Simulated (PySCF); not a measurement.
**Dipole polarisabilities along group 16, charge +2**

Calculated with PySCF 2.14 for the ground configurations, without spin-orbit coupling: coupled response for Hartree-Fock and DFT. Mean α in bohr³, C₆ of like pairs in atomic units.

```tsv
species	α UHF	α PBE	α PBE0	C₆ UHF	C₆ PBE	C₆ PBE0
O(2+) [He] 2s2 2p2 (aug-cc-pV5Z, non-relativistic)	1.805	1.748	1.747	2.360	2.340	2.325
S(2+) [Ne] 3s2 3p2 (aug-cc-pV(5+d)Z, non-relativistic)	7.509	7.319	7.330	27.37	26.51	26.56
Te(2+) [Kr] 4d10 5s2 5p2 (aug-cc-pV5Z-PP with ECP28MDF, ECP)	15.51	14.88	14.93	103.0	97.96	98.37
```
